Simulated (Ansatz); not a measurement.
Computed with Ansatz on PBE0-D4/def2-TZVP structures; ΔE is electronic, products minus reactants. CCSD(T)/CBS adds triple-zeta CCSD(T) − MP2 to the extrapolated MP2 energy (def2 sets, frozen cores). This one scheme is used for every species. Functionals use def2-TZVPP. def2 core potentials past Kr. For Te outer-core shells are correlated without core-valence functions, which leaves a few kJ/mol of doubt a bond. One conformer a species, not always the lowest.

`C[Te][AlH][SiH3]` + `BF` → `C[Te]BF` + `[AlH2][SiH3]`  (formal exchange of groups at a Te–Al bond)

`C[Te][AlH][SiH3]`:

Z-matrix (Å, degrees):
```
C
Te 1 2.154
H 1 1.087 2 108.3
H 1 1.087 2 109.8 3 120.5
H 1 1.087 2 107.8 3 -119.4
Al 2 2.510 1 99.1 3 -113.9
Si 6 2.452 2 121.4 1 -0.2
H 6 1.586 2 115.2 1 179.6
H 7 1.491 6 110.5 2 114.1
H 7 1.490 6 113.2 2 -6.2
H 7 1.491 6 110.9 2 -126.9
```

`BF`:

Cartesian coordinates in Å:
```
B -0.048 0.002 -0.014
F 1.217 -0.049 0.347
H -0.641 -1.033 -0.117
H -0.528 1.080 -0.217
```

`C[Te]BF`:

Z-matrix (Å, degrees):
```
C
Te 1 2.143
H 1 1.088 2 107.9
H 1 1.087 2 108.9 3 119.7
H 1 1.087 2 109.0 3 -119.8
B 2 2.133 1 94.8 3 1.0
F 6 1.321 2 120.4 1 180.0
H 6 1.199 2 120.1 1 -0.0
```

`[AlH2][SiH3]`:

Cartesian coordinates in Å:
```
Al -0.356 -0.905 1.019
Si 0.286 0.679 -0.747
H 0.581 -1.176 2.272
H -1.739 -1.680 0.911
H 0.347 -0.008 -2.070
H -0.727 1.767 -0.871
H 1.609 1.322 -0.513
```

Question: Is it downhill or uphill in electronic energy at CCSD(T)/CBS, and by how much? (An estimate is asked.)

Answer: Ansatz gave: Uphill: ΔE = +74.4 kJ/mol.

Question: What do these levels give: PBE-D4, PBE, r2SCAN, SCS-MP2/def2-TZVPP, HF/CBS(def2), MP2/CBS(def2)? (Best estimate.)

Answer: Ansatz gave: PBE-D4 65.6, PBE 62.5, r2SCAN 66.6, SCS-MP2/def2-TZVPP 73.7, HF/CBS(def2) 78.3, MP2/CBS(def2) 78.7 kJ/mol.

Largest T1 diagnostic among the species: 0.013.

From PBE to PBE0 (25 % exact exchange), in def2-TZVPP and without D4, ΔE moves by +5.6 kJ/mol. In def2-TZVPP, CCSD(T) changes the Hartree–Fock value by −8.1 kJ/mol (the triples alone add −0.3 kJ/mol) and MP2 by −3.9 kJ/mol.
